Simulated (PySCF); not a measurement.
Gas-phase equilibrium of 1 mol AsH₃, 20 mol H₂ at 600 K and 0.00100 bar, among 7 species (As, AsH₃, As₂, H, H₂, As₄, AsH₂). Only gases are allowed; each row takes one source of thermochemistry for all species, and Cantera finds the minimum.

Method: PySCF energies plus ideal-gas RRHO corrections (1 bar). † marks an energy on the PBE0/def2-TZVP geometry and frequencies; other levels use their own. MP2 freezes the core. 6-31G* has spherical d functions here. Open shells (unrestricted) among the columns below: As (multiplicity 4), AsH₂ (multiplicity 2); the rest are closed-shell singlets. As: all electrons, no relativistic terms. AsH₂: computed as isolated molecules; such fragments, hydroxides, amides, oligomers or adducts are transient or little studied in the gas. MP2 isn't extrapolated to the basis-set limit. The harmonic model lacks anharmonicity and excited electronic states, which grow with temperature; levels with a mode under 35 cm⁻¹ are left out.

Molecules larger than those listed are left out.

Mole fractions:

| thermochemistry | x H₂ | x As | x As₄ | x AsH₃ | x AsH₂ | x As₂ |
|---|---|---|---|---|---|---|
| HF/6-31G* | 0.96 | 0.044 | <1e-12 | 3.4e-7 | 1.4e-6 | 2.3e-9 |
| MP2/def2-TZVPP† | 0.99 | <1e-12 | 0.011 | 1.8e-10 | <1e-12 | 5.5e-8 |
| PBE/def2-SVP | 0.99 | <1e-12 | 0.011 | 2.3e-7 | 3.6e-11 | 2.1e-7 |
| PBE0/def2-SVP† | 0.99 | <1e-12 | 0.011 | 1.8e-6 | 4.9e-10 | 5.6e-8 |
| PBE0/def2-TZVP | 0.99 | <1e-12 | 0.011 | 5.4e-8 | 3.8e-11 | 9.7e-9 |
| ωB97M-V/def2-TZVP† | 0.99 | <1e-12 | 0.011 | 1.2e-7 | 9.5e-11 | 1.1e-7 |
The most sensitive of these is As: it spans a factor of 10^10.6 over these rows; at this temperature one factor of ten is RT ln 10 = 11 kJ/mol.
